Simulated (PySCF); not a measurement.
Structure with atom numbers: `[CH3:1][SiH2:2][Si@H:3]([F:4])[c:5]1[cH:6][cH:7][cH:8][cH:9][n:10]1`; H(Xn) means a hydrogen on atom n. Ha(Si2) is pro-R; Hb(Si2) is pro-S.

Averaged over atoms made equivalent by symmetry, fast rotation or ring inversion, gas phase, relativity neglected, one computed conformer. GFN2-xTB geometry; shieldings: GIAO PBE0/pcSseg-1; PySCF 2.14.

Question: Predict the 2D correlation tables (HSQC, COSY, HMBC).

Answer: 

HSQC (one-bond C–H):
```
          δH          δC
9.02 (H(C9))  155.0 (C9)
8.07 (H(C6))  135.9 (C6)
7.99 (H(C7))  140.5 (C7)
7.41 (H(C8))  128.5 (C8)
0.51 (H(C1))  -10.0 (C1)
```

COSY cross peaks (H two or three bonds apart, from the bond graph; peaks can be absent where the dihedral angle is near 90°):
```
            δH              δH
  9.02 (H(C9))    7.41 (H(C8))
  8.07 (H(C6))    7.99 (H(C7))
  7.99 (H(C7))    7.41 (H(C8))
 6.01 (H(Si3))  4.10 (Ha(Si2))
 6.01 (H(Si3))  3.99 (Hb(Si2))
4.10 (Ha(Si2))  3.99 (Hb(Si2))
4.10 (Ha(Si2))    0.51 (H(C1))
3.99 (Hb(Si2))    0.51 (H(C1))
```

HMBC (two and three bonds, from the bond graph):
```
            δH                                              δC
  9.02 (H(C9))              172.7 (C5), 140.5 (C7), 128.5 (C8)
  8.07 (H(C6))              172.7 (C5), 140.5 (C7), 128.5 (C8)
  7.99 (H(C7))  172.7 (C5), 155.0 (C9), 135.9 (C6), 128.5 (C8)
  7.41 (H(C8))              155.0 (C9), 140.5 (C7), 135.9 (C6)
 6.01 (H(Si3))              172.7 (C5), 135.9 (C6), -10.0 (C1)
4.10 (Ha(Si2))                          172.7 (C5), -10.0 (C1)
3.99 (Hb(Si2))                          172.7 (C5), -10.0 (C1)
```

Chemical shifts δ = σref − σ; TMS for ¹H (σref 31.72) and ¹³C (σref 186.93), all at this level.

Shifts are as computed. Against solution values, carbons near 30 ppm lie about +3 ppm off and those near 130 ppm about +5 ppm. Of 1211 compounds with measured shifts, 218 miss one by over three times the rms of a fit or turn the order of signals round; such compounds aren't used in these exercises.
